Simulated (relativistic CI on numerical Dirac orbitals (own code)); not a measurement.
Ni³⁺ in a cubic cluster: 1s photoemission with charge transfer

Computed with a charge-transfer multiplet model of a cubic metal-ligand cluster with up to 2 ligand holes, Slater and spin-orbit integrals from Dirac-Coulomb-Breit ions, Slater integrals scaled by 0.8. The ground state mixes d7 with configurations of k ligand holes L, whose averages lie at kΔ + k(k − 1)U_dd/2; a core hole lowers each added d electron by U_cd. 300 K, Lorentzian 1.1 eV and Gaussian 0.6 eV FWHM.

Atomic integrals in eV (Slater integrals scaled, ζ unscaled), ground: F2dd 10.578, F4dd 6.603, zeta_d 0.089; with the core hole: F2dd 11.892, F4dd 7.457, zeta_d 0.123, G2cd 0.071.

Cluster parameters (eV): Δ = -0.4, U_dd = 6, U_cd = 7.5, 10Dq = 1.35, 10Dq(ligand) = 0.5, final-state hopping factor = 0.9.

| Case | n_d | d7 | d8L | d9L2 | S |
| --- | --- | --- | --- | --- | --- |
| V(eg) = 3 eV, V(t2g) = -1.27 eV | 7.81 | 0.31 | 0.57 | 0.12 | 0.51 |
| V(eg) = 3.3 eV, V(t2g) = -1.4 eV | 7.82 | 0.30 | 0.57 | 0.13 | 0.51 |
| V(eg) = 3.6 eV, V(t2g) = -1.53 eV | 7.84 | 0.30 | 0.57 | 0.14 | 0.50 |
| V(eg) = 3.9 eV, V(t2g) = -1.65 eV | 7.85 | 0.30 | 0.56 | 0.14 | 0.50 |
| V(eg) = 4.2 eV, V(t2g) = -1.78 eV | 7.86 | 0.29 | 0.56 | 0.15 | 0.50 |

Weights, n_d and S are thermal averages at 300 K. Binding energies count from the first peak over 30 % of the highest in each spectrum, which can be another peak from case to case. The parameters are a model scan and need not match a compound or its usual spin state. Peaks in eV (height, largest 100):
- V(eg) = 3 eV, V(t2g) = -1.27 eV: 0.0 (100), 9.8 (16)
- V(eg) = 3.3 eV, V(t2g) = -1.4 eV: 0.0 (100), 10.5 (14)
- V(eg) = 3.6 eV, V(t2g) = -1.53 eV: 0.0 (100), 11.3 (13)
- V(eg) = 3.9 eV, V(t2g) = -1.65 eV: 0.0 (100), 11.8 (12)
- V(eg) = 4.2 eV, V(t2g) = -1.78 eV: 0.0 (100), 12.5 (11)

Curve for V(eg) = 4.2 eV, V(t2g) = -1.78 eV (points under 2 left out, the grid thinned):

E (eV), Intensity and a bar:
```
     -3.5        2.8 
     -3.2        3.4 
     -3.0        3.8 #
     -2.7        4.7 #
     -2.5        5.5 #
     -2.2        7.0 ##
     -1.9        9.3 ##
     -1.7       11.4 ###
     -1.4       16.4 ####
     -1.2       21.5 ######
     -0.9       34.1 ##########
     -0.7       47.4 ##############
     -0.4       74.6 ######################
     -0.1       97.5 ##############################
      0.1       99.0 ##############################
      0.4       78.7 ########################
      0.6       59.7 ##################
      0.9       36.6 ###########
      1.2       22.9 ######
      1.4       17.3 #####
      1.7       12.0 ###
      1.9        9.7 ##
      2.2        7.3 ##
      2.5        5.7 #
      2.7        4.9 #
      3.0        4.0 #
      3.2        3.5 
      3.5        3.0 
      3.8        2.5 
      4.0        2.3 
      4.3        2.0 
     11.0        2.3 
     11.3        3.3 
     11.6        5.0 #
     11.8        6.6 #
     12.1        9.4 ##
     12.3       10.9 ###
     12.6       11.4 ###
     12.8       10.9 ###
     13.1        9.6 ##
     13.4        7.6 ##
     13.6        6.1 #
     13.9        4.2 #
     14.1        3.2 
     14.4        2.2
```

For the case V(eg) = 3.3 eV, V(t2g) = -1.4 eV, Δ = -0.4 eV is smaller than U_dd = 6 eV, the charge-transfer side of the Zaanen-Sawatzky-Allen scheme (negative Δ: between configuration averages a ligand hole costs less than the nominal valence; multiplet and field energies can change this for the lowest states). With the core hole the average of the configuration with one ligand hole lies at Δ − U_cd = -7.9 eV before mixing: it lies below the unscreened one, so the lowest final states are mostly screened and the unscreened weight appears at higher binding energy as a satellite.

With at most 2 ligand holes the space is cut while the next configuration still counts, so covalency is underestimated, and a final configuration with one more ligand hole, which can lie low, is missing from the spectra.
